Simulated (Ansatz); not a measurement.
Job for Ansatz (an electronic-structure program): R-SVWN5/def2-TZVPP on H2 (SMILES [H][H]).

Ansatz 0.2 input:
```yaml
crystal:
  periodic: [false, false, false]
  atoms:
    - {symbol: H, position_ang: [0.00000000, 0.00000000, 0.37198582]}
    - {symbol: H, position_ang: [-0.00000000, -0.00000000, -0.37198582]}
basis:
  gaussian:
    orbitals: def2-TZVPP
hamiltonian:
  xc: {name: SVWN5}
scf: {lower_state_search: off}
```

Output:

```
WARN ansatz: RAYON_NUM_THREADS=4 ignored (pool sized by the plan → 4); use --threads N
Functional definition: SVWN5
these checks for a lower state are left out or cut short: stability, starts, cluster_reference, orbital_swaps, neighbouring_geometries, increment
integrals: 0.00 GiB planned
118 factors; their error is unknown
mean field: 0.05 GiB planned
mean field evaluation 1: about -30.5935 eV, gradient 1.0e1 eV
mean field evaluation 2: about -30.8986 eV, gradient 3.4e0 eV
mean field evaluation 4: about -30.9397 eV, gradient 4.5e-2 eV
mean field evaluation 8: about -30.9381 eV, gradient 4.4e-5 eV
mean field -30.93808517 eV, -1.1369536595 hartree, gradient 1.1e-6 eV, S^2 0.000000; 0 other end points of the search recorded, 0 dependent functions left out
reference -30.93810581 eV, -1.1369544180 hartree; 1, 1 occupied and 27, 27 virtual orbitals, 118 factors
Total energy: -30.93810581 eV, -1.1369544180 hartree
Checks for a lower state left out: stability, starts, cluster_reference, orbital_swaps, neighbouring_geometries, increment
```

The run converged.

Cost: very roughly 0.23 core-seconds.
